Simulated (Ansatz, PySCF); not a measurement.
Gas-phase reaction in SMILES: C[SiH2][Si](C)(C)Cl + 5 [H][H] (H2) → 3 C (CH4) + Cl (HCl) + 2 [SiH4] (SiH4)
Structures are relaxed separately at B3LYP-D3(BJ)/def2-TZVP in Ansatz (a first-principles code), one conformer each, not searched for the lowest.

Property: energy of full hydrogenation (0 K, with B3LYP-D3(BJ) harmonic zero-point energies from PySCF), in kcal/mol. Cores are frozen in the correlated levels unless marked. No spin-orbit coupling. No relativistic terms. Basis-set limits of correlation are two-point, X^-3; Hartree-Fock from the larger set. The bracket is a focal-point correction in the basis named.

```csv
level,program,energy of full hydrogenation (kcal/mol)
HF/aug-cc-pV(D+d)Z,Ansatz,-21.7
HF/cc-pV(T+d)Z,Ansatz,-16.2
PBE0-D3(BJ)/def2-TZVPD,Ansatz + dftd3,12.8
CCSD/cc-pV(Q+d)Z,Ansatz,4.6
CCSD(T)/6-31G*,Ansatz,17.6
"RI-MP2/CBS(cc-pV(T+d)Z,cc-pV(Q+d)Z)+[CCSD(T)-MP2]/cc-pV(Q+d)Z",Ansatz,11.7
"CCSD(T)/CBS(cc-pV(T+d)Z,cc-pV(Q+d)Z)",Ansatz,12.0
```
